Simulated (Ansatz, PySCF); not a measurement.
Molecule: CH3Te, charge 1, multiplicity 1. 
Structure (B3LYP-D3(BJ)/def2-TZVP (Ansatz, a first-principles code) minimum search):
```xyz
5

C     -1.7579    -0.1294     0.0545
Te     0.3240     0.0183    -0.0081
H     -2.1477    -0.8379    -0.6719
H     -2.1383    -0.2320     1.0677
H     -2.0146     0.8950    -0.3009
```
Charge +1, spin multiplicity 1.

Total electronic energies in hartree. Cores are frozen in the correlated levels unless marked. Spin-orbit coupling is left out. Frozen are the shells of the preceding noble gas and the d and f shells that filled before the atom's block. In def2 rows, elements after Kr have scalar-relativistic effective core potentials. CBS(X,Y): correlation extrapolated as X^-3; Hartree-Fock from the larger set.

The Hartree-Fock reference is unstable (checked in the largest basis), which strains HF and MP2. 

```tsv
level	program	energy (Eh)
SVWN5/def2-TZVPD	Ansatz	-306.80265
TPSS/def2-TZVPD	PySCF	-307.48655
TPSS-D4/def2-TZVPD	PySCF + dftd4	-307.48926
B3LYP/def2-TZVPD	Ansatz	[?]
PBE0/def2-SVP	Ansatz	[?]
BHLYP/def2-TZVPD	Ansatz	[?]
CAM-B3LYP/def2-TZVPD	PySCF	-307.54717
MP2/def2-SVPD	Ansatz	-306.46270
CCSD(T)/CBS(def2-TZVPPD,def2-QZVPPD)	Ansatz	-306.6556
```

Question: Fill in the missing entries.

Answer: 
- B3LYP/def2-TZVPD, energy (Eh): -307.67112
- PBE0/def2-SVP, energy (Eh): -307.47798
- BHLYP/def2-TZVPD, energy (Eh): -307.49514
